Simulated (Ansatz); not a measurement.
C3H9FS3Zr (`C[S][Zr]([F])([S]C)[S]C`), relaxed with RKS PBE0-D4/def2-TZVP in the Gaussian-basis code of Ansatz from a GFN2-xTB geometry. The force threshold is 0.005 eV/Å; the program also tests the step.

The species carries charge 0 and has multiplicity 1. Zr: def2 effective core potential.

Start:

```xyz
17

C    -1.368    1.213   -2.400
S    -2.202    1.059   -0.759
Zr   -0.507   -0.600   -0.235
F    -0.285   -1.889   -1.553
S    -0.696   -1.466    2.034
C    -0.763    0.283    2.620
S     1.584    0.641   -0.181
C     2.425   -0.984    0.062
H    -0.317    1.502   -2.251
H    -1.450    0.264   -2.943
H    -1.882    1.994   -2.960
H    -0.862    0.259    3.704
H     0.168    0.800    2.351
H    -1.635    0.788    2.185
H     2.003   -1.488    0.943
H     2.302   -1.591   -0.843
H     3.484   -0.786    0.225
```

```csv
step,energy (eV),largest force (eV/Å),largest move (Å)
1,-39753.0307,1.358,0.000
2,-39753.1728,0.236,0.191
3,-39753.2043,0.244,0.119
4,-39753.2246,0.258,0.178
5,-39753.2337,0.214,0.167
6,-39753.2395,0.166,0.103
7,-39753.2445,0.030,0.093
8 (rejected),-39753.2368,0.562,0.195
9,-39753.2481,0.041,0.087
10,-39753.2512,0.163,0.097
11,-39753.2514,0.382,0.146
14,-39753.2663,0.066,0.064
17,-39753.2674,0.011,0.032
20 (rejected),-39753.2660,0.275,0.146
23,-39753.2691,0.087,0.098
26,-39753.2717,0.045,0.074
29,-39753.2805,0.043,0.128
32,-39753.2860,0.107,0.098
35,-39753.2972,0.151,0.083
38,-39753.3048,0.101,0.036
41,-39753.3082,0.079,0.059
44,-39753.3100,0.071,0.043
47,-39753.3111,0.089,0.053
50 (rejected),-39753.3116,0.083,0.074
53,-39753.3118,0.050,0.061
56,-39753.3119,0.026,0.033
58,-39753.3119,0.003,0.002
```

End:

```xyz
17

C    -1.644    1.221   -2.479
S    -1.962    1.205   -0.682
Zr   -0.335   -0.506   -0.169
F    -0.221   -1.817   -1.547
S    -0.680   -1.569    1.967
C    -0.911    0.126    2.597
S     1.787    0.653   -0.077
C     2.744   -0.887    0.153
H    -0.854    0.528   -2.779
H    -2.560    0.947   -3.000
H    -1.343    2.227   -2.764
H    -1.914    0.226    3.008
H    -0.161    0.333    3.359
H    -0.802    0.914    1.830
H     3.078   -0.956    1.187
H     2.174   -1.789   -0.087
H     3.603   -0.855   -0.516
```

Hardware: 5 threads of an AMD EPYC 7R13 on a shared host and a share of an NVIDIA H100 80 GB. Wall time 4.6 min, peak host memory 1.1 GiB.
